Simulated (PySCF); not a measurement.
Br$_{2}$Sb, charge +1, singlet, geometry from GFN2-xTB (core potentials on Sb). Base run: PBE0/def2-SV(P) (PySCF).

The PySCF input:
```python
from pyscf import gto, scf, dft

mol = gto.M(
    atom='''
Sb    0.800226    0.436537    0.251833
Br   -0.951086    1.054989   -1.393997
Br   -0.214958   -1.691087    1.027041
''',
    basis='def2-sv(p)',
    ecp={'Sb': 'def2-sv(p)'},
    charge=1,
    spin=0,
    verbose=4,
)

mf = dft.RKS(mol)
mf.xc = 'pbe0'
mf.kernel()
mf.analyze()
```

The base run was repeated with changes; each row names its change, and settings that it needs were set with it.

```tsv
change	basis functions	E (Eh)	HOMO (eV)	HOMO-LUMO gap (eV)
base	90	-5387.11745	-13.81	3.63
basis = x2c-TZVPall; relativity = spin-free X2C (without ecp={'Sb': 'def2-sv(p)'})	156	-11692.30389	-13.76	3.67
basis = Sapporo-DKH3-DZP-2012; relativity = none (without ecp={'Sb': 'def2-sv(p)'})	138	-11236.63477	-13.93	3.32
basis = jorge-DZP-DKH; relativity = spin-free X2C; nucleus = Gaussian (with nucmod='G'; without ecp={'Sb': 'def2-sv(p)'})	134	-11684.19594	-13.93	3.49
basis = x2c-TZVPall; relativity = spin-free X2C; nucleus = Gaussian (with nucmod='G'; without ecp={'Sb': 'def2-sv(p)'})	156	-11692.10982	-13.76	3.67
basis = Sapporo-DKH3-DZP-2012; relativity = spin-free X2C (without ecp={'Sb': 'def2-sv(p)'})	138	-11691.82375	-13.76	3.60
basis = jorge-DZP-DKH; relativity = none (without ecp={'Sb': 'def2-sv(p)'})	134	-11381.71946	-14.20	3.54
basis = x2c-TZVPall; relativity = none (without ecp={'Sb': 'def2-sv(p)'})	156	-11300.97225	-13.94	3.77
basis = Sapporo-DKH3-DZP-2012; relativity = spin-free X2C; nucleus = Gaussian (with nucmod='G'; without ecp={'Sb': 'def2-sv(p)'})	138	-11691.61829	-13.76	3.60
basis = jorge-DZP-DKH; relativity = spin-free X2C (without ecp={'Sb': 'def2-sv(p)'})	134	-11684.39294	-13.93	3.49
```

Total energies compare only within one method and basis.

Basis sets contracted for a relativistic Hamiltonian are a mismatch without it, so the rows without relativity aren't non-relativistic limits. No row has spin-orbit coupling; sets with core potentials leave out the core electrons.
